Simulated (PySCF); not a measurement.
Molecule: SMILES C=CO[SiH2]Cl, C$_{2}$H$_{5}$ClOSi.

Cartesian coordinates in Å; atom numbers follow the order of the lines, from 1:
```xyz
10

C    -1.751    0.105    0.236
C    -0.911    0.488   -0.707
O     0.414    0.255   -0.737
Si    1.575   -0.424    0.163
Cl    2.756    1.051    0.840
H    -1.422   -0.444    1.100
H    -2.796    0.338    0.163
H    -1.235    1.042   -1.581
H     1.089   -1.177    1.312
H     2.291   -1.230   -0.811
```

Frames of a GFN2-xTB Langevin trajectory at 200 K; GIAO PBE0/pcSseg-1 shieldings in PySCF, gas phase, non-relativistic; equivalent atoms averaged within each frame.

δ = σ(ref) − σ, references computed at the same level: ¹³C (σ = 186.93 ppm), ²⁹Si (σ = 349.16 ppm), ¹H (σ = 31.72 ppm) against TMS; ¹⁷O (σ = 336.08 ppm) vs H2O; ³⁵Cl (σ = 949.78 ppm) against HCl. The references are static minima.

How do the shifts (ppm) fluctuate along the trajectory?

## Answers


```csv
time (fs),C2,C1,O3,Si4,Cl5,H8,H9/H10,H6,H7
optimised geometry,153.5,96.4,122.1,-30.6,29,6.58,5.50,4.69,4.55
250,153.9,97.5,134.3,-18.4,39,7.13,5.75,4.96,4.20
425,156.0,92.7,132.9,-20.9,-19,7.10,5.55,3.66,3.53
625,147.9,98.6,115.9,-29.0,3,7.10,5.39,4.88,5.01
800,161.0,99.2,126.9,-17.3,4,6.78,5.49,4.27,4.65
1000,157.7,95.1,134.3,-20.9,14,6.53,6.03,4.10,4.53
mean of frames,155.3,96.6,128.9,-21.3,8,6.93,5.64,4.37,4.39
standard deviation,4.9,2.7,7.9,4.6,21,0.26,0.25,0.55,0.56
```

5 frames give an uncertainty of the mean of about the standard deviation over 2.2 at best, since frames this close in time may not be independent; classical motion lacks zero-point vibration, and the reference would need the same averaging.
